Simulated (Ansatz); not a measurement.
Born–Oppenheimer molecular dynamics of ClH + H2Te (5 atoms, charge 0, multiplicity 1). It starts from a relaxed structure.

All numbers below come from Ansatz, RKS B3LYP-D4/def2-SVP.

```yaml
ensemble: NVT, Langevin thermostat
time_step: 0.5 fs
steps_asked: 100
set_temperature: 1000 K
friction: 0.05 /fs
seed: 216059
```

First frame:

```xyz
5
Properties=species:S:1:pos:R:3
Cl 0.014 0.012 -2.711
H 0.267 -0.142 -1.440
Te 0.588 -0.328 1.272
H 0.132 1.270 1.447
H -1.002 -0.812 1.432
```

How far do the bonds stretch over the last three quarters of this one trajectory? (Pairs bonded in most of those frames.)


| bond | mean (Å) | spread (Å) | shortest | longest |
| --- | --- | --- | --- | --- |
| Cl1–H2 | 1.308 | 0.046 | 1.24 | 1.42 |
| Te3–H4 | 1.693 | 0.056 | 1.62 | 1.79 |
| Te3–H5 | 1.695 | 0.051 | 1.63 | 1.79 |

Mean temperature of the second half: 1288 K. The mean temperature of the second half is 29 % above the set value. A run of 0.05 ps of so small a system gives no equilibrium averages.

Time of the run: 7.3 min on 1 CPU thread of a shared host.
